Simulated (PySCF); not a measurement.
B: excitation energy

B [He] 2s2 2p1 (2P) → B [He] 2s1 2p2 (4P), as a difference of total energies. All numbers are calculated (PySCF 2.14, the spin-free X2C one-electron Hamiltonian (Gaussian nucleus), in x2c-TZVPPall with one added diffuse shell each of s, p, d type (6s4p3d1f, 40 functions)). Correlated levels: valence and next inner shell: nothing frozen. The calculations carry no spin-orbit coupling.

| method | excitation energy (eV) |
| --- | --- |
| UHF | 2.195 |
| MP2 (valence and next inner shell) | 3.078 |
| SCS-MP2 (valence and next inner shell) | 3.444 |
| CCSD (valence and next inner shell) | 3.497 |
| CCSD(T) (valence and next inner shell) | 3.535 |

Q: How much does correlation contribute at CCSD(T) (valence and next inner shell)?

A: 3.535 − (2.195) = 1.340 eV, measured against UHF.
